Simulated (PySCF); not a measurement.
# Radial density of Pb (lead, neutral)

LC-wPBE, [Xe] 4f14 5d10 6s1 6p3, high-spin 5S determinant (an excited configuration). Computed with PySCF 2.14 in def2-TZVPPD with the def2 core potential (60 electrons) (7s5p4d2f, 56 functions), with scalar relativity through the core potential. This is the valence pseudo-density: the core potential removes the inner electrons and smooths the orbitals near the nucleus.

```tsv
r (bohr)	4πr²ρ (e/bohr)	4πr²(ρα − ρβ)
0.0186	1.744e-05	0.0000
0.0313	3.462e-05	0.0000
0.0527	5.358e-05	0.0000
0.0886	0.0001553	0.0000
0.149	0.001390	0.0001
0.251	0.02722	0.0008
0.422	1.104	0.0375
0.709	15.26	0.2793
1.19	15.58	-0.0439
2.01	3.903	1.5993
3.38	1.152	1.0887
5.68	0.1082	0.1080
9.55	0.001033	0.0010
```

Energies and moments cover only the electrons outside the core potential. Spin-orbit coupling, which splits the p, d and f shells strongly at this Z, is absent. Spin-orbit coupling is strong in this species (close to jj coupling), so the high-spin LS determinant is a model state, not a physical level.

(1) Where is the radial spin density 4πr²(ρα − ρβ) most negative, and why is it negative at all?

Answers

(1) Around r = 1.19 bohr, down to -0.0439 e/bohr: exchange with the open shell polarises the paired shells in an unrestricted calculation.
